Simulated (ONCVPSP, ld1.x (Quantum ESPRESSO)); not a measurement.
Potentials for Fe (Z = 26) compared

Generated with ld1.x 7.5 (TM, RRKJ, ultrasoft, PAW), atompaw 4.2 or ONCVPSP 4.0.1. The cutoff is in Ry: for ld1.x and atompaw files where the sum of valence levels is converged to 10 mRy in a Bessel basis, for ONCV files where the hardest occupied wave has 1 mHa per electron of residual kinetic energy. The error is the largest all-electron minus pseudo excitation energy over each file’s own four to seven test configurations (ionisations up to +4, promotions, holes and added fractions of an electron), all of which were solved. The labels leave out finer settings (local radius, basis sizes, second energies), which also bear on the numbers. Spin-polarised tests are not counted. The rows are a selection from randomly drawn settings: files with unsolved tests, undetermined cutoffs or missed reference levels are left out.

A true bound ghost makes a file unfit for plane-wave use even where its test errors are small: the radial tests pick states by their node count and pass the ghost by.

| potential | cutoff (Ry) | largest error (meV) | bound ghosts |
| --- | --- | --- | --- |
| ONCV, PBEsol, scalar-relativistic, rc 1.60/1.05/1.55 (spd), local smoothed, core correction yes, reference 3s2 3p6 3d6 4s1.75, qcut 6.2/16.2/8.8, projectors 2/2/3 | 116 | +81 | none |
| ONCV, PBE, scalar-relativistic, rc 2.10/2.30/1.15 (spd), local smoothed, core correction no, reference 3d6 4s1, qcut 2.6/3.5/14.8, projectors 2/2/2 | 151 | +84 | s |
| ONCV, PBE, scalar-relativistic, rc 2.30/1.05/1.75 (spd), local smoothed, core correction no, reference 3p6 3d6 4s2, qcut 2.7/12.6/10.4, projectors 3/2/2 | 75 | +91 | none |
| ONCV, LDA (Perdew-Wang 92), fully relativistic, rc 1.40/1.25/1.55 (spd), local smoothed, core correction yes, reference 3s2 3p6 3d6 4s1 4p1, qcut 9.3/13.7/10.9, projectors 2/2/2 | 88 | +57 | none |
| ONCV, PBEsol, scalar-relativistic, rc 1.50/1.35/1.25 (spd), local smoothed, core correction no, reference 3s2 3p6 3d6 4s1, qcut 8.6/12.7/14.6, projectors 2/2/1 | 140 | -214 | none |

(1) Fill in the row for Fe: ONCV, PBEsol, fully relativistic, rc 1.20/1.15/1.60 (spd), local smoothed, core correction yes, reference 3s2 3p6 3d6, qcut 9.4/10.7/7.7, projectors 1/2/1.

(2) Fill in the row for Fe: ONCV, PBE, scalar-relativistic, rc 1.30/0.80/1.65 (spd), local smoothed, core correction yes, reference 3s2 3p6 3d6 4s2, qcut 8.2/12.5/10.8, projectors 2/2/2.

(3) Fill in the row for Fe: TM, BLYP, scalar-relativistic, rc 1.30/0.85/1.65 (spd), local smoothed, core correction yes, reference 3s2 3p6 3d5 4s0 4p0.

Results:

(1) cutoff 69 Ry, largest error +124 meV, bound ghosts: none.

(2) cutoff 124 Ry, largest error -419 meV, bound ghosts: none.

(3) cutoff 140 Ry, largest error -1699 meV, bound ghosts: none.
